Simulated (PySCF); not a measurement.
Computed shifts of a molecule CH7GeN, HF/pcSseg-1 (PySCF), GIAO, gas phase, atoms alike by connectivity averaged where their shifts nearly agree, in ppm (number of nuclei): ¹³C: 1.2 (1). ¹⁵N: -7.1 (1). ¹H: 4.48 (2), 0.52 (3), -0.18 (2). References: ⁷³Ge against GeH4 (σ = 1776.1 ppm); ¹³C against TMS (σ = 192.6 ppm); ¹⁵N against NH3 (σ = 267.3 ppm); ¹H against TMS (σ = 31.99 ppm), references at their B3LYP-D3(BJ)/def2-TZVP geometries, non-relativistic. The structure is a stationary point at PBE0-D3(BJ)/def2-SVP. Other conformers were not sampled.

Question: Which structure fits?
(A) C[NH][GeH3]
(B) [CH3][GeH2][NH2]
(C) N[CH2][GeH3]

Answer: B, [CH3][GeH2][NH2]
